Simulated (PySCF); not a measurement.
## O²⁺ (oxygen, charge +2) across methods

[He] 2s2 2p2, high-spin 3P determinant. All numbers are calculated (PySCF 2.14, the spin-free X2C one-electron Hamiltonian (Gaussian nucleus), in aug-cc-pVTZ-DK (5s4p3d2f, 46 functions)).

```tsv
method	E (hartree)	mean ε 2s α (eV)	mean ε 2s β (eV)	mean ε 2p α (eV)	Σ⟨r²⟩ (bohr²)	⟨S²⟩
M06	-73.3012	-62.681	-57.880	-47.440	5.057	2.001
LDA	-72.7548	-59.548	-55.276	-44.953	5.114	2.001
r2SCAN0	-73.3052	-64.248	-57.725	-48.647	5.051	2.003
UHF	-73.15331	-72.823	-62.440	-55.751	5.051	2.005
PBE	-73.2488	-59.831	-55.463	-45.037	5.089	2.001
B97-3	-73.3205	-63.459	-57.971	-47.993	5.048	2.002
r2SCAN	-73.3023	-61.249	-55.714	-46.098	5.059	2.003
B3LYP	-73.3315	-62.515	-57.361	-47.417	5.077	2.002
```

(1) Estimate the same row for PBE0.

Answers

(1) E (hartree) = -73.2635; mean ε 2s α (eV) = -63.271; mean ε 2s β (eV) = -57.616; mean ε 2p α (eV) = -47.870; Σ⟨r²⟩ (bohr²) = 5.070; ⟨S²⟩ = 2.002.
